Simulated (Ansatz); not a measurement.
Reaction (formal exchange of groups at the Al–N bond): `[CH3][Al]([F])[NH][SiH3]` + `CC(O)(O)F` → `[CH3][Al]([CH3])[F]` + `OC(O)(F)N[SiH3]`

Isolated molecules relaxed with PBE0-D4/def2-TZVP in Ansatz; ΔE leaves out vibrations. CCSD(T)/CBS is the MP2 limit (def2-TZVPP, def2-QZVPP) plus CCSD(T) − MP2 in def2-TZVPP, frozen cores. DFT in def2-TZVPP. B3LYP here is the variant with VWN-RPA as its local correlation; programs differ in this. Each species was taken in one conformer, which may not be the lowest.

Is it downhill or uphill in electronic energy at CCSD(T)/CBS, and by how much? (An estimate is asked.)

Ansatz gave: Uphill: ΔE = +26.6 kcal/mol.

What do these levels give: ωB97X-V, B3LYP, MP2/def2-TZVPP, SCS-MP2/def2-TZVPP, CCSD/def2-TZVPP, CCSD(T)/def2-TZVPP? (An estimate is asked.)

The calculation gave: ωB97X-V 24.6, B3LYP 25.5, MP2/def2-TZVPP 26.5, SCS-MP2/def2-TZVPP 26.9, CCSD/def2-TZVPP 26.2, CCSD(T)/def2-TZVPP 26.0 kcal/mol.

Largest T1 diagnostic among the species: 0.011.
